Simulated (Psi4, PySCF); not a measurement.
HBr₂FOSi (SMILES O[Si](F)(Br)Br), singlet, at a GFN2-xTB geometry, atoms displaced at random by about 0.08 Å a coordinate. Base run: PBE0/STO-3G, gradient (PySCF).

The PySCF input:
```python
from pyscf import gto, scf, dft

mol = gto.Mole()
mol.atom = '''
    O    -1.919783   -1.016380   -0.538915
    Si   -0.384973   -0.290074    0.352766
    F    -0.592523   -0.564807    1.938400
    Br    1.149354   -1.222386   -0.314267
    Br   -0.571928    1.887119    0.075445
    H    -2.609614   -0.870752   -0.366403
'''
mol.basis = 'sto-3g'
mol.charge = 0
mol.spin = 0
mol.verbose = 4
mol.build()

mf = dft.RKS(mol)
mf.xc = 'pbe0'
mf.kernel()
g = mf.nuc_grad_method()
grad = g.kernel()
```

Programs used: Psi4, PySCF; a row that names a program was run with it.

The coordinate followed is y of atom 5.

Each row names what was changed in the base input (with any setting that the change needs).

| change | dE/dx (Eh/bohr) | net force (Eh/bohr) |
|---|---|---|
| base | -0.008679 | 0.000182 |
| grids.level = 0; grid_response = on | -0.010769 | 0.000000 |
| grids.level = 1; grid_response = off | -0.008654 | 0.000343 |
| density fitting = on; auxbasis_response = off | -0.008830 | 0.003478 |
| grids.level = 1; grid_response = on | -0.008800 | 0.000000 |
| code = psi4 | -0.008619 | 0.000382 |
| density fitting = on | -0.008677 | 0.000182 |
| finite difference step (bohr) = 0.2; conv_tol = 1e-11 | -0.011541 | - |
| grid_response = on | -0.008697 | 0.000000 |
| grids.level = 5; grid_response = off | -0.008689 | 0.000045 |
| conv_tol = 1e-6 | -0.008680 | 0.000182 |
| finite difference step (bohr) = 0.01; conv_tol = 1e-11 | -0.008705 | - |

The net force is zero for an exact gradient.
